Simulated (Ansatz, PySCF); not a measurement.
This Ansatz (a quantum-chemistry and plane-wave program) input computes a BLYP/def2-TZVPD energy:

Ansatz 0.2 input:
```yaml
crystal:
  periodic: [false, false, false]
  atoms:
    - {symbol: Sn, position_ang: [-0.29848630, 0.39766757, -0.25872627]}
    - {symbol: O, position_ang: [-1.41522141, -1.25126032, -0.29809351]}
    - {symbol: Cl, position_ang: [1.54388745, -0.58078211, 0.90123890]}
basis:
  gaussian:
    orbitals: def2-TZVPD
hamiltonian:
  xc: {name: BLYP}
magnetization: {spin_polarized: true, initial_magnetization: 1}
output: {forces: true}
```

Task: Write an input for the same energy in PySCF and say what it gives.

Result: 
```python
from pyscf import gto, scf, dft

mol = gto.M(
    atom='''
    Sn   -0.29848630    0.39766757   -0.25872627
    O    -1.41522141   -1.25126032   -0.29809351
    Cl    1.54388745   -0.58078211    0.90123890
    ''',
    basis='def2-tzvpd',
    ecp='def2-tzvp',
    charge=0,
    spin=1,
    verbose=4,
)

mf = dft.UKS(mol, xc='blyp').density_fit(auxbasis='def2-universal-jkfit')
mf.grids.level = 3
mf.conv_tol = 1e-9
mf.max_cycle = 100
mf.max_memory = 1500
mf.kernel()
if not mf.converged:
    mf = mf.newton()
    mf.kernel(mf.make_rdm1())
for _ in range(2):
    mo, _, stable, _ = mf.stability(return_status=True)
    if stable:
        break
    mf.kernel(mf.make_rdm1(mo, mf.mo_occ))
mf.analyze()
```
It gives -749.73172 Eh, and Ansatz -749.73170 Eh, a difference of 0.02 mEh, from the treatment of integrals and grids.

It need not be the lowest isomer of its formula.
